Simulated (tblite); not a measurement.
Species: C2H8FPSi2.
Atom-mapped SMILES: `[F:1][Si@H:2]([PH2:3])/[CH:4]=[CH:5]\[SiH3:6]` (hydrogens: H7 on Si2; H8, H9 on P3; H10 on C4; H11 on C5; H12, H13, H14 on Si6)

A start from a force field or distance geometry was refined with GFN2-xTB geometry optimisation, gas phase in tblite 0.8.0. Values at the start:

| coordinate | start |
| --- | --- |
| F1–Si2 | 1.691 Å |
| Si2–P3 | 2.191 Å |
| Si2–C4 | 1.848 Å |
| Si2–H7 | 1.459 Å |
| P3–H8 | 1.453 Å |
| C4=C5 | 1.343 Å |
| C4–H10 | 1.089 Å |
| C5–Si6 | 1.837 Å |
| C5–H11 | 1.099 Å |
| Si6–H12 | 1.464 Å |
| F1–Si2–P3 | 108.3° |
| F1–Si2–C4 | 106.2° |
| Si2–C4–C5 | 120.5° |
| P3–Si2–C4 | 106.7° |
| C4–C5–Si6 | 122.7° |

Problem. How do these coordinates change at the GFN2-xTB level?

Solution. 
```
coordinate  GFN2-xTB (Å or °)  change
    F1–Si2              1.621  -0.070
     P3–H8              1.384  -0.069
    Si2–P3              2.243  +0.052
    C5–Si6              1.883  +0.046
    Si2–C4              1.878  +0.030
    C5–H11              1.086  -0.013
     C4=C5              1.331  -0.012
    C4–H10              1.087  -0.002
    Si2–H7              1.461  +0.002
   Si6–H12              1.465  +0.001
 Si2–C4–C5              127.1    +6.6
 P3–Si2–C4              111.3    +4.6
 C4–C5–Si6              126.5    +3.8
 F1–Si2–P3              104.9    -3.4
 F1–Si2–C4              105.1    -1.1
```

The energy falls by 23.1 kcal/mol over 150 L-BFGS steps, the largest force on an atom goes from 1.93 to 0.010 eV/Å, and the atoms move by 0.829 Å rms after alignment. Among the bonds, F1–Si2 and P3–H8 change most and about equally (-0.070 to -0.069 Å). Bonds longer at the end by more than 0.005 Å: 3 of 13; shorter: 7. Among the dihedrals that turn most is H7–Si2–C4–H10, from -173° to 127°. Rotational constants go from 2849, 938.8, 847.8 to 2502, 1019, 812.8 MHz.

GFN2-xTB frequencies show an imaginary mode (54i cm⁻¹), so the point is no minimum at that level. 3 starts were optimised and ended at 0.00, 0.49 and 1.76 kcal/mol (GFN2-xTB); the lowest of these is shown.

The numbers are calculated, not measured.
